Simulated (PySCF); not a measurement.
Basis and Hamiltonian dependence of the excitation energy of Mg

Mg [Ne] 3s2 (1S) → Mg [Ne] 3s1 3p1 (3P). All values are computed (PySCF 2.14, energy differences of UHF-based or UKS calculations, no spin-orbit coupling). Values in eV.

```
                                                               basis       Hamiltonian  functions    UHF    PBE   PBE0  MP2 (valence)  CCSD(T) (valence)  CCSD(T) (valence and next inner shell)
                                                        ANO-RCC-VTZP     spin-free X2C         34  1.815  2.626  2.539          2.333              2.622                                   2.686
                                                        aug-cc-pCVDZ  non-relativistic         36  1.800  2.611  2.524          2.338              2.587                                   2.622
                                                      aug-cc-pVTZ-DK     spin-free X2C         50  1.805  2.625  2.534          2.387              2.603                                     n/a
                                                         def2-QZVPPD  non-relativistic         63  1.793  2.609  2.519          2.372              2.594                                   2.698
                                                          dyall-av2z  non-relativistic         64  1.801    n/a    n/a          2.359              2.599                                     n/a
                                                        x2c-QZVPPall     spin-free X2C         66  1.805  2.626  2.535          2.384              2.606                                   2.702
    aug-cc-pVTZ with one added diffuse shell each of s, p, d, f type  non-relativistic         66  1.792  2.611  2.520          2.374              2.591                                     n/a
                                                        aug-cc-pCVTZ  non-relativistic         75  1.790  2.608  2.518          2.375              2.591                                   2.674
                                                         aug-cc-pVQZ  non-relativistic         84  1.791  2.611  2.520          2.390              2.593                                     n/a
aug-cc-pCVTZ-DK with one added diffuse shell each of s, p, d, f type     spin-free X2C         91  1.804  2.622  2.532          2.388              2.603                                     n/a
                                                          dyall-av3z  non-relativistic        117  1.790  2.608  2.519          2.381              2.593                                     n/a
                                                        aug-cc-pCVQZ  non-relativistic        134  1.789  2.606  2.517          2.391                n/a                                     n/a
                                                     aug-cc-pCVQZ-DK     spin-free X2C        134  1.803  2.621  2.532          2.404                n/a                                     n/a
```

Problem. Estimate the row for aug-cc-pVQZ-DK (spin-free X2C, 84 functions).

Solution. From the rows with the same Hamiltonian and similar size; the calculation gives UHF 1.80; PBE 2.62; PBE0 2.54; MP2 (valence) 2.40; CCSD(T) (valence) 2.60 (eV).

Frozen in the all-electron rows: valence and next inner shell: 1s2; valence: [Ne].

Reference for a calculation without spin-orbit coupling: 2.714 eV (measured, between term centres; NIST).
